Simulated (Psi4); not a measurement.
dimethyl selenide (C$_{2}$H$_{6}$Se), singlet, at a GFN2-xTB geometry; CAM-B3LYP/aug-cc-pVDZ (Psi4).

Input for Psi4:
```
memory 2 GB

molecule mol {
0 1
C     1.427456   -0.352530    0.804101
Se    0.018572    0.177668   -0.439477
C    -1.491744   -0.262468    0.717145
H     1.320476   -1.409446    1.036687
H     2.381536   -0.173149    0.317011
H     1.351604    0.247522    1.707869
H    -1.464083   -1.323538    0.953742
H    -2.402307   -0.025560    0.174512
H    -1.432956    0.333430    1.624923
}

set {
  basis aug-cc-pvdz
  reference rks
}

energy('cam-b3lyp')
print_variables()
```

Output, abridged:

```
   => Loading Basis Set <=

    Name: AUG-CC-PVDZ
    Role: ORBITAL
    Keyword: BASIS

         ---------------------------------------------------------
                                   SCF
               by Justin Turney, Rob Parrish, Andy Simmonett
                          and Daniel G. A. Smith
                              RKS Reference
         ---------------------------------------------------------

  ==> Geometry <==

    Molecular point group: c1
    Full point group: C1

    Geometry (in Angstrom), charge = 0, multiplicity = 1:

       Center              X                  Y                   Z               Mass
    ------------   -----------------  -----------------  -----------------  -----------------
         C            1.423226406397    -0.392993409261     0.904191298100    12.000000000000
         SE           0.014342406397     0.137204590739    -0.339386701900    79.916521800000
         C           -1.495973593603    -0.302931409261     0.817235298100    12.000000000000
         H            1.316246406397    -1.449909409261     1.136777298100     1.007825032230
         H            2.377306406397    -0.213612409261     0.417101298100     1.007825032230
         H            1.347374406397     0.207058590739     1.807959298100     1.007825032230
         H           -1.468312593603    -1.364001409261     1.053832298100     1.007825032230
         H           -2.406536593603    -0.066023409261     0.274602298100     1.007825032230
         H           -1.437185593603     0.292966590739     1.725013298100     1.007825032230

  Running in c1 symmetry.

  Rotational constants: A =      0.37828  B =      0.22833  C =      0.15058 [cm^-1]
  Rotational constants: A =  11340.51733  B =   6845.30486  C =   4514.38629 [MHz]
  Nuclear repulsion =  186.343258366305463

  Charge       = 0
  Multiplicity = 1
  Electrons    = 52
  Nalpha       = 26
  Nbeta        = 26

  ==> Algorithm <==

  SCF Algorithm Type is DF.
  DIIS enabled.
  MOM disabled.
  Fractional occupation disabled.
  Guess Type is SAD.
  Energy threshold   = 1.00e-06
  Density threshold  = 1.00e-06
  Integral threshold = 1.00e-12

  ==> Primary Basis <==

  Basis Set: AUG-CC-PVDZ
    Blend: AUG-CC-PVDZ
    Number of shells: 62
    Number of basis functions: 136
    Number of Cartesian functions: 143
    Spherical Harmonics?: true
    Max angular momentum: 2

  ==> DFT Potential <==

   => LibXC <=

    Version 7.1.2
    S. Lehtola, C. Steigemann, M. J. T. Oliveira, and M. A. L. Marques,  SoftwareX 7, 1–5 (2018) (10.1016/j.softx.2017.11.002)

   => Composite Functional: CAM-B3LYP <=

    CAM-B3LYP Hyb-GGA Exchange-Correlation Functional

    T. Yanai, D. P. Tew, and N. C. Handy,  Chem. Phys. Lett. 393, 51 (2004) (10.1016/j.cplett.2004.06.011)

    Deriv               =              1
    GGA                 =           TRUE
    Meta                =          FALSE

    Exchange Hybrid     =           TRUE
    MP2 Hybrid          =          FALSE

   => Exchange Functionals <=

    0.3500         Becke 88 [omega = 0.3300]
    0.4600   Short-range recipe for B88 functional - erf [omega = 0.3300]

   => Exact (HF) Exchange <=

    0.4600            HF,LR [omega = 0.3300]
    0.1900               HF

   => Correlation Functionals <=

    0.1900   Vosko, Wilk & Nusair (VWN5)
    0.8100   Lee, Yang & Parr

   => LibXC Density Thresholds  <==

    XC_HYB_GGA_XC_CAM_B3LYP:  1.00E-14

   => Molecular Quadrature <=

    Radial Scheme          =       TREUTLER
    Pruning Scheme         =           NONE
    Nuclear Scheme         =       TREUTLER

    Blocking Scheme        =         OCTREE
    BS radius alpha        =              1
    Pruning alpha          =              1
    Radial Points          =             75
    Spherical Points       =            302
    Total Points           =         195716
    Total Blocks           =           1499
    Max Points             =            256
    Max Functions          =            136
[...]

  ==> Integral Setup <==

  SCF_SUBTYPE=INCORE selected. In-core MEM_DF algorithm will be used.
  Using in-core AOs.

  ==> MemDFJK: Density-Fitted J/K Matrices <==

    J tasked:                   Yes
    K tasked:                   Yes
    wK tasked:                  Yes
    Omega:                3.300E-01
    Algorithm:                 Core
    Schwarz Cutoff:           1E-12
    Mask sparsity (%):       0.0433
    Fitting Condition:        1E-10

   => Auxiliary Basis Set <=

  Basis Set: (AUG-CC-PVDZ AUX)
    Blend: AUG-CC-PVDZ-JKFIT
    Number of shells: 180
    Number of basis functions: 558
    Number of Cartesian functions: 651
    Spherical Harmonics?: true
    Max angular momentum: 3

  Minimum eigenvalue in the overlap matrix is 3.7441535579E-04.
  Reciprocal condition number of the overlap matrix is 3.3326300277E-05.
    Using symmetric orthogonalization.

  ==> Pre-Iterations <==

  SCF Guess: Superposition of Atomic Densities via on-the-fly atomic UHF (no occupation information).

   -------------------------
    Irrep   Nso     Nmo
   -------------------------
     A        136     136
   -------------------------
    Total     136     136
   -------------------------

  ==> Iterations <==

                           Total Energy        Delta E     RMS |[F,P]|

   @DF-RKS iter SAD: -2478.32383334617316   -2.47832e+03   0.00000e+00
   @DF-RKS iter   1: -2480.88289959850636   -2.55907e+00   7.63325e-03 ADIIS/DIIS
   @DF-RKS iter   2: -2481.09458537711180   -2.11686e-01   5.04507e-03 ADIIS/DIIS
   @DF-RKS iter   3: -2481.29408456089322   -1.99499e-01   7.31178e-04 ADIIS/DIIS
   @DF-RKS iter   4: -2481.29925667442058   -5.17211e-03   1.52945e-04 ADIIS/DIIS
   @DF-RKS iter   5: -2481.29948309997599   -2.26426e-04   5.30208e-05 DIIS
   @DF-RKS iter   6: -2481.29951562368478   -3.25237e-05   5.61809e-06 DIIS
   @DF-RKS iter   7: -2481.29951612560671   -5.01922e-07   1.41459e-06 DIIS
   @DF-RKS iter   8: -2481.29951616150720   -3.59005e-08   2.27048e-07 DIIS
  Energy and wave function converged.

  ==> Post-Iterations <==

   Electrons on quadrature grid:
      Ntotal   =   52.0000205722 ; deviation = 2.057e-05

    Orbital Energies [Eh]
    ---------------------

    Doubly Occupied:

[...]
    Virtual:

[...]
    Final Occupation by Irrep:
              A
    DOCC [    26 ]
    NA   [    26 ]
    NB   [    26 ]

  @DF-RKS Final Energy: -2481.29951616150720

   => Energetics <=

    Nuclear Repulsion Energy =            186.3432583663054629
    One-Electron Energy =               -3820.1167961344717696
    Two-Electron Energy =                1229.9631396032923476
    DFT Exchange-Correlation Energy =     -77.4891179966329986
    Empirical Dispersion Energy =           0.0000000000000000
    VV10 Nonlocal Energy =                  0.0000000000000000
    Total Energy =                      -2481.2995161615071993

Computation Completed

Properties will be evaluated at   0.000000,   0.000000,   0.000000 [a0]

Properties computed using the SCF density matrix

 Multipole Moments:

 ------------------------------------------------------------------------------------
     Multipole            Electronic (a.u.)      Nuclear  (a.u.)        Total (a.u.)
 ------------------------------------------------------------------------------------

 L = 1.  Multiply by 2.5417464519 to convert [e a0] to [Debye]
 Dipole X            :          0.3911015           -0.4156431           -0.0245416
 Dipole Y            :          3.7414291           -3.9761997           -0.2347706
 Dipole Z            :         -9.2547282            9.8354528            0.5807247
 Magnitude           :                                                    0.6268658

 ------------------------------------------------------------------------------------

  Variable Map:
  ----------------------------------------------------------------------------
[...]
  Array Variable Map:
  ----------------------------------------------------------------------------
[...]
[...]
```
